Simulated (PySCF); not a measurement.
SMILES O[Si](O)([SiH2][SiH](C)C)O, GFN2-xTB optimised geometry.

```
20

Si     1.01     0.22     1.67
C      0.20     1.95     1.66
C      2.89     0.45     1.41
Si     0.07    -1.09     0.00
Si    -2.22    -1.09     0.00
O     -2.89     0.39     0.00
O     -2.95    -1.84    -1.27
O     -2.59    -1.79     1.43
H      0.85    -0.32     3.03
H      0.54     2.57     2.48
H     -0.88     1.86     1.73
H      0.42     2.48     0.74
H      3.41    -0.50     1.46
H      3.10     0.89     0.43
H      3.33     1.10     2.16
H      0.55    -0.67    -1.34
H      0.57    -2.48     0.06
H     -3.10     0.80    -0.84
H     -2.76    -2.75    -1.46
H     -3.47    -1.71     1.79
```

Density from B3LYP/def2-SVP in PySCF at that geometry.

Minimum of the electron density along straight lines between bonded atoms, close to the bond critical point (lines longer than 1.1 times the sum of covalent radii, or with two minima, are not listed):

```
bond     length / Å  ρ at the minimum / e bohr⁻³  ∇²ρ there / e bohr⁻⁵  position (fraction from the first atom)
-------  ----------  ---------------------------  --------------------  ---------------------------------------
Si1–C2        1.909                        0.109                  0.30                                     0.38
Si1–C3        1.909                        0.109                  0.30                                     0.38
Si5–O6        1.632                        0.129                  1.07                                     0.41
Si5–O7        1.642                        0.125                  1.02                                     0.41
Si5–O8        1.627                        0.130                  1.09                                     0.41
Si1–H9        1.479                        0.114                  0.32                                     0.49
C2–H10        1.086                        0.272                 -0.97                                     0.62
C2–H11        1.086                        0.274                 -0.99                                     0.63
C2–H12        1.087                        0.272                 -0.97                                     0.62
C3–H13        1.086                        0.273                 -0.98                                     0.62
C3–H14        1.086                        0.273                 -0.98                                     0.62
C3–H15        1.086                        0.272                 -0.97                                     0.62
Si4–H16       1.483                        0.111                  0.31                                     0.49
Si4–H17       1.478                        0.111                  0.33                                     0.49
O6–H18        0.952                        0.357                 -2.45                                     0.82
O7–H19        0.951                        0.358                 -2.46                                     0.82
O8–H20        0.955                        0.353                 -2.40                                     0.82
```
